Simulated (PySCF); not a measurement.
C₄H₁₃ClGeSi, SMILES [CH3][Ge]([CH3])([CH3])[CH2][SiH2]Cl (GFN2-xTB optimised geometry):

```
20

Si    -2.212    -0.445     0.000
Cl    -2.873     1.458     0.000
C     -0.322    -0.445     0.000
Ge     0.554     0.192    -1.685
C      2.522     0.185    -1.387
C      0.104    -1.060    -3.160
C     -0.039     2.026    -2.151
H     -2.721    -1.082     1.216
H     -2.764    -1.104    -1.184
H      0.044     0.170     0.822
H      0.032    -1.458     0.189
H      2.873    -0.809    -1.124
H      3.045     0.500    -2.285
H      2.796     0.863    -0.584
H     -0.960    -1.041    -3.377
H      0.380    -2.078    -2.903
H      0.637    -0.786    -4.066
H     -1.096     2.043    -2.397
H      0.123     2.709    -1.322
H      0.516     2.397    -3.008
```

Calculation: B3LYP/def2-SVP (PySCF).

Task: What are the frontier orbital energies and the dipole moment?

Result: HOMO-2 -7.94 eV, HOMO-1 -7.92 eV, HOMO -7.62 eV, LUMO 0.86 eV, LUMO+1 0.98 eV; dipole moment 1.58 D.

On the same geometry PBE/def2-SVP run with PySCF gives HOMO-2 -6.92 eV, HOMO-1 -6.90 eV, HOMO -6.63 eV, LUMO 0.13 eV, LUMO+1 0.42 eV; dipole moment 1.59 D.

Meta-Löwdin charges at B3LYP/def2-SVP: Si1 0.70, Cl2 -0.29, C3 -0.62, Ge4 0.77, C5 -0.50, C6 -0.50, C7 -0.50, H8 -0.12, H9 -0.12, H10 0.11, H11 0.11, H12 0.10, H13 0.10, H14 0.10, H15 0.10, H16 0.10, H17 0.10, H18 0.11, H19 0.11, H20 0.10.
